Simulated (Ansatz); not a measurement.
Ideal-gas functions of `C[Se][GeH2][Cl]` at 800 K and 1 bar, from an Ansatz frequency run at PBE0-D4/def2-TZVP.

Molar mass 204.07 g/mol, point group C1 (symmetry number 1), electronic degeneracy 1, moments of inertia 135.818, 432.432, 503.29 u Å². Harmonic wavenumbers (cm⁻¹, unscaled): 49, 109, 126, 160, 300, 412, 466, 608, 649, 748, 841, 921, 933, 1309, 1461, 1470, 2156, 2184, 3078, 3180, 3184.

Use S(trans) = R[1.5 ln M + 2.5 ln T − 1.1517]; rotational temperatures θ = 24.2544 K / I; S(rot) = R[ln(√π/σ · √(T³/θAθBθC)) + 1.5]; for each mode x = 1.438777 ν̃/T, S = R[x/(eˣ − 1) − ln(1 − e⁻ˣ)] and H = RT x/(eˣ − 1); 1 cm⁻¹ = 0.0119627 kJ/mol; R = 8.31446 J/(mol·K).

Q: By hand: the entropy, in J/(mol·K).

A: Translation 195.7. Rotation: θ = 0.1786, 0.0561, 0.0482 K, giving 132.3. Vibration, mode by mode: 28.51, 21.88, 20.68, 18.70, 13.54, 10.99, 10.02, 7.97, 7.49, 6.45, 5.62, 5.01, 4.92, 2.88, 2.33, 2.30, 0.86, 0.82, 0.22, 0.18, 0.18, in all 171.6. Electronic 0.0. Sum 499.6 J/(mol·K).

Q: By hand: H − E and G − E in kJ/mol, counted from the electronic energy.

A: Zero-point energy ½ × 24344 × 0.0119627 = 145.6; thermal vibration 62.0; translation, rotation and pV give 4 RT = 26.6. H − E = 234.2 kJ/mol, and G − E = 234.2 − 800 × 499.6/1000 = -165.5 kJ/mol.

Vibration gives 34 % of the entropy, 71.1 J/(mol·K) of it from the modes under 150 cm⁻¹: soft modes count most, and the harmonic formula is weakest for them. The sum counts one conformer and one mirror image; others add a mixing term.
